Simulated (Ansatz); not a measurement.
A nudged elastic band was laid between two geometries of C$_{3}$H$_{6}$FNTe (12 atoms, charge 0, multiplicity 1).

Level of theory: RKS BLYP/def2-SVP (Ansatz 0.2.0).

| Quantity | Value |
| --- | --- |
| movable images | 7 |
| climbing image | yes |
| spring | 5.0 eV/Å² |
| optimiser | quadratic models (default) |
| start path | through a guess of the saddle point |
| force threshold | 0.05 eV/Å |
| iteration limit | 60 |
| end points | relaxed |

Initial state:

```xyz
12
Properties=species:S:1:pos:R:3
C -1.370 -1.613 -0.374
C -0.642 -0.759 0.370
C 0.379 0.183 -0.198
N 1.595 0.204 0.522
F 0.650 -0.074 -1.527
Te -0.787 2.292 -0.216
H -1.238 -1.671 -1.465
H -2.115 -2.275 0.089
H -0.781 -0.694 1.461
H 2.248 0.923 0.191
H 1.457 0.300 1.533
H 0.681 3.129 -0.352
```

Final state:

```xyz
12
Properties=species:S:1:pos:R:3
C -1.035 -1.691 0.320
C -0.901 -0.575 -0.421
C 0.287 0.342 -0.407
N 1.438 -0.130 0.264
F 0.646 0.706 -1.692
Te -0.623 2.383 0.532
H -0.240 -2.051 0.991
H -1.954 -2.293 0.273
H -1.702 -0.246 -1.101
H 2.226 0.519 0.151
H 1.269 -0.263 1.268
H 0.666 3.243 -0.144
```

(1) What changes between the two ends?

(2) What energy profile does the band end with?

(3) What is the geometry of the highest image?

(4) What are the harmonic wavenumbers there?

Answers

(1) No bond is made or broken.

(2) It converged. The highest image is number 4 of 0 to 8, 0.167 eV above the first end and 0.120 eV above the last; the last end lies 0.047 eV above the first. A vibrational analysis at the climbing image gives one clearly imaginary mode, 112i cm⁻¹: a first-order saddle point.

```csv
image,path coordinate (Å),energy (eV)
0,0.00,0.000
1,0.65,0.024
2,1.31,0.083
3,1.96,0.143
4,2.62,0.167
5,3.28,0.145
6,3.95,0.099
7,4.62,0.061
8,5.28,0.047
```

(3) 
```xyz
12
Properties=species:S:1:pos:R:3
C -0.978 -1.818 -0.151
C -0.950 -0.530 0.237
C 0.154 0.417 -0.215
N 1.439 -0.020 0.195
F 0.180 0.537 -1.603
Te -0.482 2.563 0.533
H -0.195 -2.238 -0.800
H -1.794 -2.489 0.157
H -1.751 -0.124 0.875
H 2.183 0.647 -0.046
H 1.478 -0.235 1.197
H 0.792 3.237 -0.347
```

(4) 112i, 122, 152, 193, 225, 279, 300, 362, 501, 562, 636, 667, 752, 823, 923, 932, 957, 1054, 1180, 1268, 1280, 1377, 1567, 1633, 2018, 3066, 3091, 3162, 3410, 3508 cm⁻¹.

The run took 4.1 min on 2 threads of Intel(R) Xeon(R) CPU @ 2.60GHz (Ice Lake), on a shared host, peak memory 0.19 GiB.
